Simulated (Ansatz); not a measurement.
`FC(F)(F)c1ccc(-c2ccc(-c3ccc(-c4ccc(C(F)(F)F)s4)s3)s2)s1`. Total charge 0; singlet. Geometry PBE-D4/def2-SVP; atoms count from 1.

```xyz
36

F     3.483   -4.379   -7.424
C     2.614   -4.510   -6.396
F     1.415   -4.878   -6.914
F     3.035   -5.543   -5.625
C     2.523   -3.233   -5.621
C     3.178   -2.042   -5.888
C     2.875   -1.027   -4.946
C     1.980   -1.443   -3.959
C     1.449   -0.674   -2.856
C     1.440    0.713   -2.701
C     0.845    1.139   -1.492
C     0.382    0.087   -0.697
C    -0.277    0.138    0.584
C    -0.752   -0.908    1.378
C    -1.346   -0.475    2.585
C    -1.339    0.912    2.742
C    -1.848    1.712    3.831
C    -1.853    3.100    3.976
C    -2.441    3.534    5.192
C    -2.884    2.482    5.975
C    -3.552    2.565    7.312
F    -4.794    2.021    7.296
F    -3.672    3.854    7.703
F    -2.855    1.906    8.271
S    -2.582    0.944    5.224
S    -0.579    1.679    1.363
S     0.713   -1.450   -1.469
S     1.508   -3.109   -4.215
H     3.865   -1.924   -6.736
H     3.314   -0.021   -4.963
H     1.838    1.396   -3.463
H     0.741    2.192   -1.198
H    -0.667   -1.963    1.081
H    -1.776   -1.154    3.334
H    -1.440    3.777    3.216
H    -2.543    4.583    5.498
```

Single mean-field runs in def2-TZVP are fitted with def2-universal-jkfit.

Q: Estimate the Mulliken populations of the heavy atoms from the PBE0/def2-TZVP orbitals of Ansatz.

A: 
```
atom  charge (e)
  F1       -0.16
  C2        0.43
  F3       -0.16
  F4       -0.16
  C5       -0.09
  C6       -0.11
  C7       -0.25
  C8        0.04
  C9        0.16
 C10       -0.19
 C11       -0.17
 C12        0.04
 C13        0.06
 C14       -0.18
 C15       -0.15
 C16        0.14
 C17        0.00
 C18       -0.22
 C19       -0.11
 C20       -0.08
 C21        0.43
 F22       -0.16
 F23       -0.16
 F24       -0.16
 S25        0.04
 S26       -0.01
 S27        0.01
 S28        0.05
```
Mulliken values depend strongly on the basis.

Q: And the Mayer bond orders between heavy atoms (over 0.3)?

A: F1–C2 1.15 (1.35 Å); C2–F3 1.16 (1.36 Å); C2–F4 1.15 (1.36 Å); C2–C5 1.02 (1.50 Å); C5–C6 1.54 (1.38 Å); C5–S28 1.25 (1.74 Å); C6–C7 1.30 (1.42 Å); C7–C8 1.53 (1.40 Å); C8–C9 0.91 (1.45 Å); C8–S28 1.28 (1.75 Å); C9–C10 1.49 (1.40 Å); C9–S27 1.25 (1.75 Å); C10–C11 1.33 (1.41 Å); C11–C12 1.42 (1.40 Å); C12–C13 1.01 (1.44 Å); C12–S27 1.28 (1.75 Å); C13–C14 1.41 (1.40 Å); C13–S26 1.27 (1.75 Å); C14–C15 1.33 (1.41 Å); C15–C16 1.41 (1.40 Å); C16–C17 0.98 (1.44 Å); C16–S26 1.25 (1.75 Å); C17–C18 1.45 (1.40 Å); C17–S25 1.29 (1.75 Å); C18–C19 1.30 (1.42 Å); C19–C20 1.53 (1.38 Å); C20–C21 1.02 (1.50 Å); C20–S25 1.25 (1.74 Å); C21–F22 1.16 (1.36 Å); C21–F23 1.15 (1.35 Å); C21–F24 1.16 (1.36 Å).
